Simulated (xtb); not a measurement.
H₆O₇Si₂, triplet, at the geometry of the source list (a higher spin typed on purpose: for a closed-shell molecule this is an excited state); GFN2-xTB in xtb 6.7.1.

The xtb input:
```
$ xtb coord --gfn 2 --uhf 2 --json

# file coord
$coord
      5.3065399306       0.7861260678       1.2237866383  o
      2.7648582929      -0.8019997673       0.6177514701  si
      3.1378902299      -2.5441382816      -1.8647817398  o
      2.1369023017      -2.5830666398       3.0205382376  o
      0.5194857117       1.2579906812       0.0908958266  o
     -2.4498409480       0.9594139535      -0.5436742061  si
     -3.2915249639       3.4359000398      -2.1561775082  o
     -2.8121014461      -1.6882813197      -2.0641478459  o
     -4.2407343963       0.8148499049       1.9339457159  o
      5.9749360608       1.8543882461      -0.0578256194  h
      1.6561559756      -3.3272407876      -2.5324219796  h
      2.2141921002      -1.8793326309       4.6755603775  h
     -2.2181605251       4.0031958224      -3.4848439464  h
     -4.4040067334      -2.5190049241      -1.9014424266  h
     -4.2949695360       2.2313886080       3.0426480333  h
$end
```

**Question.** Write the output that xtb gives for this input, abridged.

**Answer.** 
```
   ID    Z sym.   atoms
    1    8 o      1, 3-5, 7-9
    2   14 si     2, 6
    3    1 h      10-15

           -------------------------------------------------
          |                Calculation Setup                |
           -------------------------------------------------

molecular fragmentation (1/2 indicates fragments):
111111112111112
# atoms in fragment 1/2:    13     2
 fragment masses (1/2) :      157.21       17.01
CMA distance (Bohr)    :   5.398
constraining FC (au)   :  0.0500

           -------------------------------------------------
          |                 G F N 2 - x T B                 |
           -------------------------------------------------

          ...................................................
          :                      SETUP                      :
          :.................................................:
          :  # basis functions                  54          :
          :  # atomic orbitals                  52          :
          :  # shells                           26          :
          :  # electrons                        56          :
          :  max. iterations                   250          :
          :  Hamiltonian                  GFN2-xTB          :
          :  restarted?                      false          :
          :  GBSA solvation                  false          :
          :  PC potential                    false          :
          :  electronic temp.          300.0000000     K    :
          :  accuracy                    1.0000000          :
          :  -> integral cutoff          0.2500000E+02      :
          :  -> integral neglect         0.1000000E-07      :
          :  -> SCF convergence          0.1000000E-05 Eh   :
          :  -> wf. convergence          0.1000000E-03 e    :
          :  Broyden damping             0.4000000          :
          :  net charge                          0          :
          :  unpaired electrons                  2          :
          ...................................................

 iter      E             dE          RMSdq      gap      omega  full diag
   1    -35.1993935 -0.351994E+02  0.896E+00    0.40       0.0  T
   2    -35.1994466 -0.531169E-04  0.569E+00    0.50       1.0  T
   3    -35.0727562  0.126690E+00  0.485E+00    0.60       1.0  T
   4    -35.0414158  0.313405E-01  0.334E+00    0.76       1.0  T
   5    -35.1272589 -0.858431E-01  0.259E+00    0.66       1.0  T
   6    -35.1757246 -0.484658E-01  0.200E+00    0.76       1.0  T
   7    -35.2083766 -0.326520E-01  0.136E+00    0.72       1.0  T
   8    -35.2068602  0.151640E-02  0.115E+00    0.72       1.0  T
   9    -35.2252533 -0.183930E-01  0.705E-01    0.74       1.0  T
  10    -35.2301086 -0.485538E-02  0.488E-01    0.75       1.0  T
  11    -35.2312106 -0.110196E-02  0.381E-01    0.76       1.0  T
  12    -35.2064112  0.247994E-01  0.106E+00    0.75       1.0  T
  13    -35.2277991 -0.213879E-01  0.474E-01    0.76       1.0  T
  14    -35.2328144 -0.501524E-02  0.165E-01    0.76       1.0  T
  15    -35.2329450 -0.130651E-03  0.124E-01    0.76       1.0  T
  16    -35.2332698 -0.324735E-03  0.551E-02    0.77       1.0  T
  17    -35.2332742 -0.441806E-05  0.484E-02    0.77       1.0  T
  18    -35.2332973 -0.231625E-04  0.132E-02    0.77       2.0  T
  19    -35.2332969  0.438011E-06  0.133E-02    0.77       1.9  T
  20    -35.2332966  0.271406E-06  0.110E-02    0.77       2.4  T
  21    -35.2332976 -0.100150E-05  0.922E-03    0.77       2.8  T
  22    -35.2332982 -0.598896E-06  0.753E-03    0.77       3.4  T
  23    -35.2332992 -0.929052E-06  0.405E-03    0.77       6.4  T
  24    -35.2332995 -0.297048E-06  0.149E-03    0.77      17.3  T
  25    -35.2332995 -0.389952E-07  0.373E-04    0.77      69.2  T
  26    -35.2332995 -0.114964E-08  0.178E-04    0.77     144.8  T

   *** convergence criteria satisfied after 26 iterations ***

 transition dipole moment (au) for excitation:          28          29
[...]
         :: total energy             -35.014983078086 Eh    ::
[...]
        36                          0.1049294               2.8553
        37                          0.1125392               3.0623
        38                          0.1360075               3.7010
        39                          0.1563600               4.2548
        40                          0.1844030               5.0179
       ...                                ...                  ...
        52                          0.9927511              27.0141
      -------------------------------------------------------------
                  HL-Gap            0.0281510 Eh            0.7660 eV
             Fermi-level           -0.2605725 Eh           -7.0905 eV

     #   Z          covCN         q      C6AA      α(0)
     1   8 o        1.576    -0.461    22.121     6.347
     2  14 si       3.314     0.602   114.649    21.624
     3   8 o        1.576    -0.417    21.238     6.219
     4   8 o        1.576    -0.440    21.694     6.285
     5   8 o        1.539    -0.396    20.848     6.160
     6  14 si       3.312     0.559   116.269    21.795
     7   8 o        1.576    -0.456    22.018     6.332
     8   8 o        1.576    -0.461    22.112     6.345
     9   8 o        1.576    -0.441    21.709     6.287
    10   1 h        0.813     0.315     0.675     1.290
    11   1 h        0.815     0.334     0.626     1.242
    12   1 h        0.812     0.330     0.637     1.253
    13   1 h        0.812     0.324     0.653     1.269
    14   1 h        0.813     0.292     0.745     1.355
    15   1 h        0.812     0.316     0.672     1.287

 Mol. C6AA /au·bohr⁶  :       3357.568782
 Mol. C8AA /au·bohr⁸  :     114733.072832
 Mol. α(0) /au        :         95.089027

Wiberg/Mayer (AO) data.
largest (>0.10) Wiberg bond orders for each atom

 ---------------------------------------------------------------------------
     #   Z sym  total        # sym  WBO       # sym  WBO       # sym  WBO
 ---------------------------------------------------------------------------
     1   8 o    2.072 --     2 si   1.038    10 h    0.885
     2  14 si   4.403 --     3 o    1.074     1 o    1.038     4 o    1.037
                             5 o    0.904     6 si   0.271
     3   8 o    2.130 --     2 si   1.074    11 h    0.871
     4   8 o    2.111 --     2 si   1.037    12 h    0.876
     5   8 o    2.091 --     2 si   0.904     6 si   0.886
     6  14 si   4.274 --     9 o    1.045     8 o    1.026     7 o    0.968
                             5 o    0.886     2 si   0.271
     7   8 o    2.028 --     6 si   0.968    13 h    0.886
     8   8 o    2.057 --     6 si   1.026    14 h    0.871
     9   8 o    2.115 --     6 si   1.045    15 h    0.872
    10   1 h    0.900 --     1 o    0.885
    11   1 h    0.889 --     3 o    0.871
    12   1 h    0.891 --     4 o    0.876
    13   1 h    0.895 --     7 o    0.886
    14   1 h    0.913 --     8 o    0.871
    15   1 h    0.899 --     9 o    0.872
 ---------------------------------------------------------------------------

Topologies differ in total number of bonds
Writing topology from bond orders to xtbtopo.mol

molecular dipole:
                 x           y           z       tot (Debye)
 q only:       -0.136       0.364      -0.043
   full:       -0.521       0.291       0.090       1.535
molecular quadrupole (traceless):
                xx          xy          yy          xz          yz          zz
 q only:       -4.732       4.556      -0.520      -1.826       0.549       5.252
  q+dip:       -6.759       6.016       0.205      -5.251       1.719       6.554
   full:       -4.163       5.813      -0.307      -3.112       0.780       4.470

           -------------------------------------------------
          | TOTAL ENERGY              -35.014983078086 Eh   |
          | GRADIENT NORM               0.124860123776 Eh/α |
          | HOMO-LUMO GAP               0.766027380419 eV   |
           -------------------------------------------------

normal termination of xtb
```
